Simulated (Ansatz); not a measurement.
`[F][Ti]([F])([F])[Br]`, relaxed with RKS PBE-D4/def2-SVP in Ansatz from a rough embedded geometry. The force threshold is 0.03 eV/Å; the program also tests the step.

Charge 0, multiplicity 1.

Start:

```xyz
5

F     0.521   -0.844    1.702
Ti   -0.071   -0.063    0.060
F    -0.353   -1.462   -1.177
F    -1.720    0.837    0.275
Br    1.622    1.531   -0.859
```

Question: By how much does the energy fall, and how many steps does the optimiser take? (Best estimate.)

Answer: Computed: 1.12 eV, in 4 steps.

Question: Which bonds change most? (Best estimate.)

Answer: Computed: F1–Ti2 from 1.912 to 1.739 Å; Ti2–F4 from 1.891 to 1.739 Å; Ti2–Br5 from 2.501 to 2.349 Å; Ti2–F3 from 1.889 to 1.739 Å.

Question: Give the relaxed structure. (Best estimate.)

Answer: Ansatz gave: 
```xyz
5

F     0.459   -0.743    1.552
Ti   -0.078   -0.072    0.040
F    -0.327   -1.366   -1.095
F    -1.586    0.756    0.291
Br    1.531    1.424   -0.789
```
